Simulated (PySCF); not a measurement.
CH₆AlNO, SMILES [CH3][Al]([NH2])[OH].

Coordinates come from a B3LYP-D3(BJ)/def2-SVP optimisation. The values are those of a single conformer.

Level of theory: PySCF with M06-2X/def2-TZVP.

Gas-phase values at a fixed geometry.

```
Quantity                                                                                                       Result
---------------------------------------------------------------------------------------------  ----------------------
total energy                                                                                       -414.22192 hartree
point group                                                                                                        Cs
highest occupied level                                                                                       -8.72 eV
lowest empty level                                                                                            0.66 eV
orbital gap                                                                                                   9.38 eV
dipole moment                                                                                                  1.84 D
quadrupole, principal values (traceless, Buckingham form, about the centre of nuclear charge)  -3.01, -1.60, 4.61 D·Å
mean static polarisability                                                                       46.5 bohr³ (6.89 Å³)
polarisability, principal values                                                               39.6, 47.0, 52.9 bohr³
```
